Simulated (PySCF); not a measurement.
Thallium: a sound run and one with changed settings

Sound run: Tl [Xe] 4f14 5d10 6s2 6p1, Tl+ [Xe] 4f14 5d10 6s2. Calculation: PySCF 2.14, in aug-cc-pVDZ-PP with ECP60MDF (5s4p3d, 32 functions); scalar relativity through the core potential. In the sound run the correlated levels freeze 5s2 5p6 5d10 outside the core potential. The sound run starts from symmetry-adapted Hartree-Fock orbitals and uses a fine grid where one is needed.

Changed run: initial guess minao, at most 50 SCF cycles.

| species | method | sound run (hartree) | changed run (hartree) | converged |
| --- | --- | --- | --- | --- |
| Tl | UHF | -171.51252 | -171.51252 | yes |
| Tl | LDA | -172.25137 | -172.25137 | yes |
| Tl | CCSD(T) | -171.54487 | -171.54487 | yes |
| Tl+ | PBE | -172.33051 | -172.33051 | yes |
| Tl+ | MP2 | -171.34618 | -171.34618 | yes |

Here the plain start reaches the same solutions.
